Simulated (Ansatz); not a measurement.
Basis-set extrapolation for `C=C=C([SiH3])BF` (PBE0-D4/def2-TZVP geometry, frozen core, the Gaussian-basis code of Ansatz). Multiplicity 1, RHF reference.

```tsv
	def2-TZVPP	def2-QZVPP
HF	-530.271140	-530.290607
MP2 correlation	-0.932126	-1.001263
CCSD(T) correlation	-1.019493	not run
```

Energies in hartree. Use E(X) = E(∞) + A·exp(−7.88·√X) for Hartree–Fock and E(X) = E(∞) + B·X^(−2.97) for correlation, with X = 3 and 4, and add CCSD(T) minus MP2 of the smaller set to the MP2 limit.

What is the CCSD(T) energy at the basis-set limit?

HF limit: -530.290607 + (-0.019467) × 0.13774 = -530.29329. MP2 limit: -1.001263 + (-0.069137) × 0.74074 = -1.05248. Higher-order term: -1.019493 − (-0.932126) = -0.08737. Total: -531.43314 hartree, 374.2 kJ/mol below CCSD(T)/def2-TZVPP.
